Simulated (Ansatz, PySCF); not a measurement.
This PySCF input computes a PBE/def2-TZVPD energy:

```python
from pyscf import gto, scf, dft

mol = gto.M(
    atom='''
    I    -0.00000000   -0.00000000   -0.02991592
    H     0.00000000    0.00000000    1.58554378
    ''',
    basis='def2-tzvpd',
    ecp='def2-tzvp',
    charge=0,
    spin=0,
    verbose=4,
)

mf = dft.RKS(mol, xc='pbe').density_fit(auxbasis='def2-universal-jkfit')
mf.grids.level = 3
mf.conv_tol = 1e-9
mf.max_cycle = 100
mf.max_memory = 1500
mf.kernel()
if not mf.converged:
    mf = mf.newton()
    mf.kernel(mf.make_rdm1())
mf.analyze()
```

**Question.** Write an input for the same energy in Ansatz (an electronic-structure program) and say what it gives.

**Answer.** 
Ansatz 0.2 input:
```yaml
crystal:
  periodic: [false, false, false]
  atoms:
    - {symbol: I, position_ang: [-0.00000000, -0.00000000, -0.02991592]}
    - {symbol: H, position_ang: [0.00000000, 0.00000000, 1.58554378]}
basis:
  gaussian:
    orbitals: def2-TZVPD
hamiltonian:
  xc: {name: PBE}
output: {forces: true}
```
It gives -298.29146 Eh, and PySCF -298.29148 Eh, a difference of 0.02 mEh, from the treatment of integrals and grids.
